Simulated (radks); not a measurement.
Ar, configuration [Ar]. Method: scalar-relativistic Kohn-Sham, SCAN, spin-polarised, spherical densities, finite nucleus; meta-GGA in the generalised Kohn-Sham scheme; Fermi nuclear charge, rms radius 3.4274 fm; computed with a radial shooting solver on a logarithmic mesh with Libxc functionals.

Local quantities along the radius. ELF = 1/(1 + alpha^2) is the electron localisation function; alpha = (tau - tau_W)/tau_unif compares the Pauli kinetic energy density with that of the uniform gas (summed over spins); s = |grad rho|/(2 (3 pi^2)^(1/3) rho^(4/3)) is the reduced gradient; r v_xc is r times the local exchange-correlation potential of spin up (hartree bohr, multiplicative part alone); 4 pi r^2 rho is in e/bohr. tau is taken from the large components.

r (bohr)	ELF	alpha	s	r v_xc	4 pi r^2 rho
0.003998	1.000	0.01226	0.4294	-0.1011	0.7022
0.005123	1.000	0.01280	0.4254	-0.1195	1.103
0.006512	1.000	0.01358	0.4251	-0.1416	1.688
0.008279	1.000	0.01472	0.4282	-0.1687	2.549
0.01061	1.000	0.01644	0.4353	-0.2027	3.833
0.01349	1.000	0.01889	0.4466	-0.2420	5.564
0.01715	0.999	0.02259	0.4630	-0.2880	7.854
0.02197	0.999	0.02867	0.4869	-0.3423	10.81
0.02793	0.999	0.03854	0.5188	-0.4005	14.06
0.03551	0.997	0.05616	0.5621	-0.4624	17.30
0.0455	0.992	0.09199	0.6224	-0.5282	19.92
0.05784	0.973	0.1670	0.6982	-0.5964	20.95
0.07353	0.896	0.3415	0.7847	-0.7009	20.06
0.09423	0.630	0.7667	0.8439	-0.1396	17.55
0.1198	0.315	1.475	0.7592	-0.5753	15.15
0.1523	0.251	1.729	0.4937	-0.6482	14.73
0.1951	0.448	1.110	0.3027	-0.5233	17.10
0.2481	0.728	0.6113	0.3275	-0.9469	20.29
0.3154	0.846	0.4275	0.4638	-1.010	20.91
0.4041	0.845	0.4291	0.6828	-1.058	16.88
0.5137	0.628	0.7692	0.9758	-0.2054	10.40
0.6531	0.145	2.433	1.040	-0.5609	5.542
0.8302	0.151	2.372	0.3761	-0.6939	4.451
1.064	0.698	0.6575	0.2673	-1.032	5.487
1.353	0.871	0.3855	0.4857	-1.071	5.645
1.719	0.860	0.4028	0.7607	-1.079	4.199
2.203	0.756	0.5688	1.174	-1.045	2.203
2.801	0.496	1.009	1.883	-0.6837	0.8471
3.561	0.177	2.155	3.328	-0.07922	0.2289
4.563	0.025	6.208	6.855	-0.2102	0.03831
5.801	0.002	23.31	16.29	-0.1216	0.004111

On this mesh the ELF has minima near r = 0.14, 0.74 bohr, which separate the shells, and maxima near 0.36 (0.86), 1.5 (0.88).

Self-consistent cycle (total energy in hartree, residual of the potential): 1: -529.391881, 2e+00; 2: -529.442098, 1e+00; 3: -529.485869, 2e-01; 4: -529.485736, 8e-02; 5: -529.486836, 9e-03; 6: -529.486839, 4e-03; 7: -529.486832, 5e-04; 8: -529.486834, 1e-04; 9: -529.486834, 8e-05; 10: -529.486834, 9e-05; 11: -529.486834, 2e-05; 12: -529.486834, 6e-06; 13: -529.486834, 6e-06; 14: -529.486834, 3e-06; 15: -529.486834, 4e-07.
